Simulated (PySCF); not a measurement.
Orbital energies and ionisation energy

C4H2BF3O2.
Atom-mapped SMILES: `[OH:1][B:2]([OH:3])[C:4]#[C:5][C:6]([F:7])=[C:8]([F:9])[F:10]` (hydrogens: H11 on O1; H12 on O3)

Cartesian coordinates in Å at the PBE0-D3(BJ)/def2-SVP level; atoms count from 1:
```
atom  x, y, z in Å
O1     3.0393   -0.3329   -0.3399
B2     2.0971    0.5650    0.0568
O3     2.4593    1.8369    0.3319
C4     0.6128    0.1521    0.2029
C5    -0.5460   -0.2147    0.3063
C6    -1.8850   -0.6473    0.4501
F7    -2.1916   -1.3924    1.5153
C8    -2.8617   -0.3560   -0.4236
F9    -2.6731    0.3587   -1.4964
F10   -4.0932   -0.7601   -0.2985
H11    2.6773   -1.2068   -0.5136
H12    3.4053    1.9710    0.2003
```

Level: wB97X-D/def2-SVPD (PySCF). Frontier orbitals with their largest atomic shares (Löwdin; up to four atoms above 4 %):

```csv
orbital,ε (eV),main atoms
HOMO−3,-11.87,"O3 46 %, O1 41 %, B2 8 %"
HOMO−2,-11.70,"C5 31 %, C4 21 %, C6 17 %, F7 14 %"
HOMO−1,-10.81,"C5 41 %, C4 39 %, B2 4 %, C6 4 %"
HOMO,-9.04,?
LUMO,0.38,"C4 23 %, C5 22 %, B2 14 %, C6 10 %"
LUMO+1,0.69,"C4 21 %, C5 19 %, C8 17 %, C6 14 %"
LUMO+2,1.32,"B2 56 %, O1 11 %, O3 8 %, H11 6 %"
```

Q: What vertical ionisation energy does ΔSCF give, and how far is −ε(HOMO) from it?

A: ΔSCF: 9.35 eV (902 kJ/mol; threshold wavelength 133 nm); ⟨S²⟩ of the doublet left behind is 0.770, against 0.75 for a pure doublet. −ε(HOMO) is 9.04 eV, 0.31 eV below it. In exact Kohn–Sham theory the two would be equal; wB97X-D (range-separated hybrid) falls short of its own ΔSCF value by 3 %. Holes in the HOMO−1 and HOMO−2 were tried too where these lie within 1.2 eV of the HOMO; the lowest converged state counts.

Q: On which atoms does the HOMO lie?

A: C4 (alkyne carbon) 21 %, C8 (=CF2 carbon) 20 %, C6 (vinylic C–F carbon) 19 %, C5 (alkyne carbon) 15 %, so no atom holds as much as 40 %. The HOMO−1 lies 1.77 eV lower.

Q: How many of the 10 lowest singlet excitations (vertical TDDFT, same level) lie below the ionisation energy?

A: All 10; they run from 4.47 to 8.22 eV.

Q: With α = 75.5 au, estimate the like-pair dispersion coefficient by London's formula C6 = (3/4)α²I.

A: I = 0.3435 Eh, so C6 ≈ 1470 au; the Casimir–Polder integral at the same level gives 2270 au, 1.54 times as much.

Q: What total energies stand behind the ΔSCF value?

A: E(N) = -627.84123 Eh and E(N − 1) = -627.49769 Eh at the same geometry, 0.34354 Eh apart.

The structure is a single PBE0-D3(BJ)/def2-SVP conformer in the gas phase; no vibrational or solvent corrections.

The pairwise dispersion term of wB97X-D wasn't added to the energies; at a given geometry it leaves orbitals and properties as they are.
